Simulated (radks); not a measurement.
Excited configurations of Tl XLI: one electron is placed in a higher orbital outside [Kr] 4d4. The ground configuration is [Kr] 4d5. Calculated with a radial shooting solver on a logarithmic mesh with Libxc functionals: scalar-relativistic Kohn-Sham, LDA (Slater exchange, Perdew-Wang correlation), spin-polarised, spherical densities, finite nucleus; open shells are filled with parallel spins first (spin-orbit coupling, left out, can overturn this in heavy ions); Fermi nuclear charge, rms radius 5.4759 fm. Excitation = E - E(ground); binding = E(ion) - E, where the ion is the core of charge +41; n* = 41/sqrt(2 binding) in atomic units. These energies are relativistic, and a one-electron ion of charge +41 with no core already has n* below n in this formula (scalar-relativistic equation, point nucleus: 4f 3.996, 5s 4.961, 5p 4.977, 5d 4.989, 5f 4.994, 6f 5.993, 7s 6.959, 7p 6.975, 7d 6.987, 7f 6.992). The quantum defect is therefore taken as that value minus n*, so that it holds no relativistic shift of the bare ion.

| outer orbital | excitation (eV) | binding (eV) | n* | quantum defect | <r> (bohr) |
|---|---|---|---|---|---|
| 4f | 240.02 | 1703.3 | 3.664 | 0.331 | 0.3482 |
| 5s | 588.73 | 1354.6 | 4.109 | 0.852 | 0.6253 |
| 5p | 688.33 | 1255.0 | 4.269 | 0.708 | 0.6519 |
| 5d | 800.25 | 1143.1 | 4.473 | 0.516 | 0.6686 |
| 5f | 906.60 | 1036.8 | 4.697 | 0.297 | 0.6624 |
| 6f | 1239.3 | 704.10 | 5.699 | 0.293 | 1.046 |
| 7s | 1332.8 | 610.54 | 6.120 | 0.839 | 1.377 |
| 7p | 1364.0 | 579.35 | 6.283 | 0.692 | 1.428 |
| 7d | 1400.0 | 543.39 | 6.488 | 0.499 | 1.475 |
| 7f | 1433.7 | 509.69 | 6.699 | 0.293 | 1.500 |

The Delta-SCF ionisation energy is 1943.4 eV (NIST Atomic Spectra Database: 1920 eV, theoretical). Self-interaction in the functional shifts the binding energies and quantum defects, so they are the method's values and not measured ones. Open shells are spherical and high-spin; term and fine-structure splittings are not resolved. Spin-orbit splitting is averaged out at the scalar-relativistic level.
